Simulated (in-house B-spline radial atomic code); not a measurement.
Values are calculated unless marked as measured or tabulated.
the europium ion Eu⁺ at several levels of theory

Ground configuration [Xe] 4f7 6s1. All numbers come from a B-spline radial code for spherical atoms, all electrons, at the radial basis limit. Mean-field, RPA, GW and linear-response runs are scalar-relativistic (one-electron X2C), no spin-orbit coupling, without Breit or QED terms, open shells spin-polarised at highest spin.

Without the two-electron picture change, the correlation of inner shells comes somewhat too large for so heavy an element.

RPA overbinds a lone outer s electron by self-correlation, and G0W0 tends to as well.

**Ionisation energy.** The reference is 11.24 ± 0.006 eV (NIST, semi-empirical).

| method | value (eV) | minus reference (eV) |
| --- | --- | --- |
| minus the highest LDA VWN5 level | 9.13 | -2.11 |
| LDA VWN5, difference of total energies | 11.71 | +0.47 |
| minus the highest PBE level | 8.90 | -2.34 |
| PBE, difference of total energies | 11.52 | +0.28 |
| G0W0 on PBE | 11.76 | +0.52 |
| exact exchange + RPA on PBE | 11.79 | +0.55 |
| exact exchange + RPA + SOSEX on PBE | 11.08 | -0.16 |
| minus the highest r2SCAN level | 9.02 | -2.22 |
| r2SCAN, difference of total energies | 11.27 | +0.03 |
| minus the highest PBE0 level | 9.39 | -1.85 |
| PBE0, difference of total energies | 11.29 | +0.05 |
| G0W0 on PBE0 | 11.67 | +0.43 |
| minus the highest B3LYP (VWN-RPA) level | 9.37 | -1.87 |
| B3LYP (VWN-RPA), difference of total energies | 11.50 | +0.26 |
| minus the highest CAM-B3LYP level | 10.36 | -0.88 |
| minus the highest LC-wPBE level | 11.12 | -0.12 |
| minus the highest Hartree-Fock level | 10.49 | -0.75 |
| Hartree-Fock, difference of total energies | 10.45 | -0.79 |
| G0W0 on Hartree-Fock | 11.39 | +0.15 |
| MP2, difference of total energies | 11.33 | +0.09 |

Q: Which methods come closest, and which lies farthest off?

A: Closest: r2SCAN, difference of total energies (+0.03 eV) and PBE0, difference of total energies (+0.05 eV). Farthest: minus the highest PBE level (-2.34 eV). The PBE level misses by -2.3 eV while the PBE energy difference misses by +0.28 eV: the semilocal potential lacks the −1/r tail and the energy is convex in the electron number, but total energies at whole numbers are far better.
